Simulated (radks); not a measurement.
The numbers below are computed, except where a source is named.
Task: All-electron atom: Sr+ in [Ar] 3d10 4s1 4p6 5s1 6s1 (not the ground configuration). Code: a radial shooting solver on a logarithmic mesh with Libxc functionals. Model: scalar-relativistic Kohn-Sham, TASK exchange with Perdew-Wang LDA correlation, spin-polarised, spherical densities, finite nucleus; open shells are filled with parallel spins first (spin-orbit coupling, left out, can overturn this in heavy ions); meta-GGA in the generalised Kohn-Sham scheme; Fermi nuclear charge, rms radius 4.224 fm. Some entries of the table are withheld. Estimate them.

orbital,occ.,eigenvalue (eV),<r^2> (bohr^2)
1s up,1,-15997.45,0.002073
1s down,1,-15997.18,0.002073
2s up,1,-2197.239,0.03518
2s down,1,-2197.128,0.03518
2p up,3,-1953.662,0.02773
2p down,3,-1953.511,0.02773
3s up,1,-361.9648,0.2786
3s down,1,-361.6778,0.2780
3p up,3,-282.5503,0.2904
3p down,3,-282.2100,0.2894
3d up,5,-150.7894,0.3019
3d down,5,-150.3367,0.2993
4s up,1,-60.5639,2.013
4p up,3,-40.5749,2.580
4p down,3,-38.9554,2.582
5s up,1,(1),12.70
6s up,1,-4.7339,67.85

Result: 
(1) 5s up eigenvalue (eV): -12.5368
